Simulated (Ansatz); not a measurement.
`SC[TeH]` + `BS` → `BSCS` + H₂Te  (substitution at a C–Te bond)

Calculated with Ansatz (gas phase, PBE0-D4/def2-TZVP geometries, no zero-point term in ΔE). CCSD(T)/CBS adds triple-zeta CCSD(T) − MP2 to the extrapolated MP2 energy (def2 sets, frozen cores). This one scheme is used for every species. DFT in def2-TZVPP. B3LYP here is the variant with VWN-RPA as its local correlation; programs differ in this. HSE06 is defined as in plane-wave codes. Elements past krypton have def2 core potentials. For Te outer-core shells are correlated without core-valence functions, which leaves a few kJ/mol of doubt a bond. Each species was taken in one conformer, which may not be the lowest.

`SC[TeH]`:

Cartesian coordinates in Å:
```
S -1.177 -1.000 -1.054
C 0.271 -0.345 -0.222
Te -0.002 1.733 0.290
H -2.032 -0.850 -0.029
H 0.510 -0.907 0.676
H 1.091 -0.425 -0.933
H 1.339 1.794 1.272
```

`BS`:

Cartesian coordinates in Å:
```
B -0.036 0.467 0.342
S -0.345 -1.219 -0.080
H -0.482 0.830 1.385
H 0.582 1.184 -0.379
H 0.282 -1.262 -1.268
```

`BSCS`:

Z-matrix (Å, degrees):
```
C
S 1 1.816
S 1 1.799 2 114.4
H 1 1.088 2 108.7 3 -125.4
H 1 1.090 2 107.7 3 116.8
B 2 1.751 1 104.3 3 109.8
H 3 1.343 1 96.4 2 -64.9
H 6 1.194 2 120.9 1 0.3
H 6 1.192 2 116.2 1 -179.6
```

H₂Te:

Cartesian coordinates in Å:
```
Te -0.470 -0.451 0.424
H -0.697 0.816 -0.618
H 1.167 -0.365 0.194
```

| level | ΔE (kcal/mol) | difference from CCSD(T)/CBS |
| --- | --- | --- |
| LDA (SPW92) | -1.0 | -3.7 |
| revPBE-D4 | 0.7 | -2.0 |
| BLYP-D4 | 1.5 | -1.2 |
| B97M-V | 0.7 | -2.0 |
| PBE0-D4 | 0.9 | -1.8 |
| B3LYP-D4 | 1.5 | -1.2 |
| r2SCANh-D4 | 0.9 | -1.8 |
| r2SCAN0-D4 | 0.9 | -1.8 |
| HSE06-D4 | 1.0 | -1.7 |
| BHLYP-D4 | 1.8 | -0.9 |
| ωB97X-V | 1.1 | -1.6 |
| ωB97M-V | 1.1 | -1.6 |
| B2PLYP | 1.9 | -0.8 |
| PBE-QIDH | 1.6 | -1.1 |
| PBE | 0.9 | -1.8 |
| revPBE | 1.5 | -1.2 |
| BLYP | 1.8 | -0.9 |
| PBE0 | 1.0 | -1.7 |
| B3LYP | 1.6 | -1.1 |
| r2SCANh | 1.0 | -1.7 |
| r2SCAN0 | 1.0 | -1.7 |
| HSE06 | 1.1 | -1.6 |
| BHLYP | 1.5 | -1.2 |
| CAM-B3LYP | 1.0 | -1.7 |
| LC-ωPBE | 0.8 | -1.9 |
| RPA@PBE/def2-TZVPP | 2.3 | -0.4 |
| MP2/def2-SVP | 1.0 | -1.7 |
| CCSD/def2-SVP | 0.6 | -2.1 |
| CCSD(T)/def2-SVP | 0.4 | -2.3 |
| HF/def2-TZVPP | 2.0 | -0.7 |
| MP2/def2-TZVPP | 2.7 | 0.0 |
| SCS-MP2/def2-TZVPP | 2.8 | 0.1 |
| CCSD/def2-TZVPP | 2.0 | -0.7 |
| CCSD(T)/def2-TZVPP | 1.9 | -0.8 |
| HF/def2-QZVPP | 2.0 | -0.7 |
| MP2/def2-QZVPP | 3.2 | 0.5 |
| SCS-MP2/def2-QZVPP | 3.2 | 0.5 |
| HF/CBS(def2) | 2.0 | -0.7 |
| MP2/CBS(def2) | 3.6 | 0.9 |
| CCSD/CBS(def2) | 2.8 | 0.1 |
| CCSD(T)/CBS | 2.7 | 0 |

Largest T1 diagnostic among the species: 0.015.

Leaving LDA and LC-ωPBE aside and taking each functional with its dispersion term where it has one, the values spread over 1.2 kcal/mol, from revPBE-D4 to B2PLYP. LDA lies −1.9 kcal/mol from PBE without D4. At CCSD(T), def2-SVP lies −2.3 kcal/mol from the extrapolated value and def2-TZVPP −0.8 kcal/mol.
